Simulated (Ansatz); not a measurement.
An input meant for (CuH)3 ring (Cu₃H₃) (charge 0, singlet; scaled by 0.92).

```yaml
crystal:
  periodic: [false, false, false]
  atoms:
    - {symbol: Cu, position_ang: [0.539938, 1.093617, 0.182965]}
    - {symbol: H, position_ang: [-0.973044, 1.429950, 0.188771]}
    - {symbol: Cu, position_ang: [-1.229710, -0.080016, -0.049338]}
    - {symbol: H, position_ang: [-0.761762, -1.542796, -0.258293]}
    - {symbol: Cu, position_ang: [0.689752, -1.013601, -0.133619]}
    - {symbol: H, position_ang: [1.734826, 0.112855, 0.069514]}
basis:
  gaussian: {orbitals: def2-mTZVPP}
magnetization: {spin_polarized: true, initial_magnetization: 1}
hamiltonian: {xc: {name: PBE}, dispersion: d4}
scf: {lower_state_search: off}
output: {forces: true}
```

```sh
$ ansatz run in.yaml --threads 4 --pin off --events-out ev --progress --plain --max-ram 3916MiB
```

Shortened log:

```
Error: a molecule whose nuclei and cores have a total charge of 90 cannot have a net charge of 0 together with 1 unpaired electrons
```

(1) What is wrong with this run?

Answers

(1) The number of unpaired electrons doesn't fit the electron count. The input was rejected before any iteration.
